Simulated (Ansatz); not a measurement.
BH2 (SMILES [BH2]), charge 0, multiplicity 2, relaxed at each level with Ansatz (an electronic-structure program); harmonic frequencies from differences of analytic forces, average atomic masses, frozen cores. Open shells are unrestricted.

```json
[
 {"mode": "1", "HF/def2-TZVPP (cm⁻¹)": "1101", "PBE/def2-TZVPP (cm⁻¹)": "943", "r2SCAN/def2-TZVPP (cm⁻¹)": "973", "PBE0/def2-TZVPP (cm⁻¹)": "978", "CCSD(T)/cc-pVTZ (cm⁻¹)": "1019", "CCSD(T)/cc-pVQZ (cm⁻¹)": "[?]"},
 {"mode": "2", "HF/def2-TZVPP (cm⁻¹)": "2676", "PBE/def2-TZVPP (cm⁻¹)": "2524", "r2SCAN/def2-TZVPP (cm⁻¹)": "2580", "PBE0/def2-TZVPP (cm⁻¹)": "2584", "CCSD(T)/cc-pVTZ (cm⁻¹)": "2589", "CCSD(T)/cc-pVQZ (cm⁻¹)": "[?]"},
 {"mode": "3", "HF/def2-TZVPP (cm⁻¹)": "2824", "PBE/def2-TZVPP (cm⁻¹)": "2696", "r2SCAN/def2-TZVPP (cm⁻¹)": "2751", "PBE0/def2-TZVPP (cm⁻¹)": "2755", "CCSD(T)/cc-pVTZ (cm⁻¹)": "2755", "CCSD(T)/cc-pVQZ (cm⁻¹)": "[?]"}
]
```

Problem. Modes are in rising order at each level. Complete the blanks.

Solution. 
- 1, CCSD(T)/cc-pVQZ (cm⁻¹): 1015
- 2, CCSD(T)/cc-pVQZ (cm⁻¹): 2595
- 3, CCSD(T)/cc-pVQZ (cm⁻¹): 2760
